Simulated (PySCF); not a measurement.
Te(H)(OH) (H2OTe), SMILES [TeH]O. Coordinates come from a PBE0-D3(BJ)/def2-TZVP optimisation. The def2 effective core potentials stand for the cores of Te; spin–orbit coupling is left out.

All values below come from PySCF with PBE0-D3(BJ)/def2-TZVP.

Harmonic wavenumbers (cm⁻¹): 403, 618, 717, 1028, 2110, 3866. Rotational constants (GHz): 143.3, 8.427, 8.159; symmetry number 1.

Work out the zero-point energy and the ideal-gas rigid-rotor harmonic-oscillator thermochemistry at 298.15 K and 1 atm.

ZPE = ½ Σ hcν = ½ × 8741 cm⁻¹ = 12.50 kcal/mol. H − E(el) = 15.24 kcal/mol. Entropy in cal/(mol K): translation 40.84, rotation 21.02, vibration 1.74, total 63.60. G − E(el) = -3.72 kcal/mol. Cp = 11.56 cal/(mol K).
